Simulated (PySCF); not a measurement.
Write Cartesian coordinates for `C=C[C@H]1C[Si@@H](CCC)C1` as optimised with PBE0-D3(BJ)/def2-SVP.

```
atom  x, y, z in Å
C1     4.3323    0.1838    0.2207
C2     3.0236    0.3788    0.3898
C3     1.9700   -0.6777    0.3280
C4     1.0980   -0.8406    1.6103
Si5   -0.3234   -1.3498    0.4634
C6    -2.0672   -0.7006    0.7394
C7    -3.0013   -0.9060   -0.4541
C8    -4.4073   -0.3732   -0.2207
C9     0.8452   -0.4494   -0.7288
H10    5.0479    1.0082    0.2800
H11    4.7367   -0.8128    0.0150
H12    2.6555    1.3943    0.5941
H13    2.4547   -1.6459    0.1133
H14    1.5099   -1.4912    2.3940
H15    0.8898    0.1478    2.0564
H16   -0.3663   -2.8276    0.2137
H17   -2.4845   -1.1907    1.6381
H18   -1.9960    0.3736    0.9881
H19   -2.5693   -0.4203   -1.3470
H20   -3.0530   -1.9813   -0.6998
H21   -5.0549   -0.5379   -1.0958
H22   -4.3931    0.7090   -0.0139
H23   -4.8804   -0.8668    0.6434
H24    1.0658   -0.7974   -1.7473
H25    0.5840    0.6224   -0.7785
```

Orientation and origin are arbitrary. Atoms count from 1 in this order. Si5 (SiH silicon) has angles from 77.9° to 120.9°. Of the pairs four or more bonds apart, H11···H13 is among the closest relative to their van der Waals radii: 2.43 Å, 101 % of the sum of Bondi's values. The C–C distances run from 1.334 Å (C1=C2, drawn double) to 1.560 Å (C3–C9, drawn single), a spread of 0.226 Å. The 4-membered ring C3–C4–Si5–C9 has internal angles of 77.9° to 99.7°; it is puckered, 0.16 Å rms from its mean plane, widest ring torsion 24°.

Bonds between heavy atoms (Å): C1=C2 1.334, C2–C3 1.493, C3–C4 1.559, C4–Si5 1.896, Si5–C6 1.881, C6–C7 1.529, C7–C8 1.522, Si5–C9 1.897, C3–C9 1.560.

Computed, not measured: PBE0-D3(BJ)/def2-SVP geometry optimisation, gas phase in PySCF.

Point group: C1 (no symmetry element, even within 0.4 Å). Whether it is a minimum is left open (no frequencies). One conformer, not necessarily the lowest (C1–C2–C3–C4 122°, C4–Si5–C6–C7 165°, Si5–C6–C7–C8 180°, C2–C3–C4–Si5 148°, C3–C4–Si5–C6 -137°, C4–Si5–C9–C3 19°, C2–C3–C9–Si5 -148°).

Time: 4.4 min wall; peak memory 0.98 GiB. Hardware: an Arm Neoverse V2 with one thread, no GPU, shared host with 96 logical CPUs at a one-minute load of 27. That covers the optimisation of the geometry.
